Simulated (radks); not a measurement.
Values are calculated unless marked as measured or tabulated.
Charge is removed step by step from the 5s up level of Mo, starting from [Kr] 4d5 5s(up 1, down 0). Level of theory: scalar-relativistic Kohn-Sham, PBE, spin-polarised, spherical densities, finite nucleus; open shells are filled with parallel spins first (spin-orbit coupling, left out, can overturn this in heavy ions); Fermi nuclear charge, rms radius 4.4091 fm (a radial shooting solver on a logarithmic mesh with Libxc functionals).

removed (e)  E - E(0) (eV)  eigenvalue (eV)  E minus straight line (eV)
0                    0.000           -4.613                       0.000
0.1                  0.489           -5.163                      -0.257
0.2                  1.033           -5.720                      -0.459
0.3                  1.632           -6.284                      -0.605
0.4                  2.289           -6.855                      -0.694
0.5                  3.003           -7.432                      -0.725
0.6                  3.776           -8.016                      -0.699
0.7                  4.606           -8.606                      -0.614
0.8                  5.497           -9.202                      -0.469
0.9                  6.447           -9.804                      -0.265
1                    7.457          -10.412                       0.000

Removing the whole electron costs 7.457 eV by Delta-SCF, against 4.613 eV from minus the eigenvalue at the starting occupation. Slater's transition state (half an electron removed) gives 7.432 eV. Integrating minus the eigenvalue over the occupation (Janak's theorem) gives 7.459 eV. In this scalar-relativistic scheme the density is built from large components alone, so the theorem holds only approximately. The mean slope of the eigenvalue, de/dn, is 5.80 eV per electron. Ionisation energy of Mo in the NIST Atomic Spectra Database: 7.092 eV (measured).
